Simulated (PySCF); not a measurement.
C5H10ClNO.
Bonds: C1–N2, N2–C3, C3–O4 (double), C3–C5, C5–C6, C6–C7, C7–Cl8. Hydrogens: H9, H10, H11 on C1; H12 on N2; H13, H14 on C5; H15, H16 on C6; H17, H18 on C7.

Computed, not measured: TDDFT PBE0/def2-SVPD, vertical, gas phase, core orbitals frozen in the response in PySCF 2.14.0, density-fitted response routines. One conformer (not necessarily the lowest) at the GFN2-xTB geometry, without solvent, vibrations or thermal averaging. Torsions of this conformer, `[CH3:1][NH:2][C:3](=[O:4])[CH2:5][CH2:6][CH2:7][Cl:8]`: C1–N2–C3–O4 0°, N2–C3–C5–C6 -156°, C3–C5–C6–C7 67°, C5–C6–C7–Cl8 63°.

Question: What does the calculation give for the low-lying excited states?

Answer: 

| state | E (eV) | E (kJ/mol) | λ (nm) | f | main configurations (H = HOMO, L = LUMO) |
| --- | --- | --- | --- | --- | --- |
| S1 | 5.89 | 569 | 210.4 | 0.0008 | H→L+1 (58%), H→L (19%), H-1→L+1 (9%) |
| S2 | 6.68 | 644 | 185.7 | 0.0012 | H-1→L (62%), H-1→L+1 (17%), H→L (13%) |
| S3 | 6.88 | 664 | 180.1 | 0.0023 | H→L (52%), H→L+1 (24%), H-1→L (20%) |
| S4 | 7.20 | 695 | 172.2 | 0.168 | H-1→L+1 (59%), H→L (12%), H-1→L (10%) |
| S5 | 7.27 | 701 | 170.6 | 0.0029 | H→L+2 (68%), H-1→L+2 (12%) |
| S6 | 7.37 | 711 | 168.2 | 0.014 | H-1→L+2 (48%), H-2→L+2 (24%), H→L+2 (14%) |

Triplets (Tamm–Dancoff): T1 5.40 eV, H→L+1 (65%), H→L (21%); T2 5.43 eV, H-1→L+1 (65%), H-1→L (19%).

The lowest singlet comes at 210 nm (569 kJ/mol) in the ultraviolet; it is very weak; its leading configuration is HOMO→LUMO+1 (58%). The strongest level in the table is S4 at 7.20 eV (172 nm, f = 0.168). Löwdin shares by element: HOMO (one of a set within 0.03 eV) oxygen 59%, carbon 18% or more, nitrogen 11%; LUMO carbon 36% or more, hydrogen 11% or more (atoms not listed hold the other 53%). The oscillator strengths of these states sum to 0.189; summed over the whole spectrum of an exact calculation they would give the number of electrons, 72 (Thomas–Reiche–Kuhn). Weighted by f, the mean energy of these states is 7.20 eV. Orbital energies (eV): HOMO-3 -8.48, HOMO-2 -8.38, HOMO-1 -7.56, HOMO -7.53, LUMO 0.40, LUMO+1 0.53, LUMO+2 0.74. Only the lowest 6 singlets were computed, as vertical energies without vibronic structure.
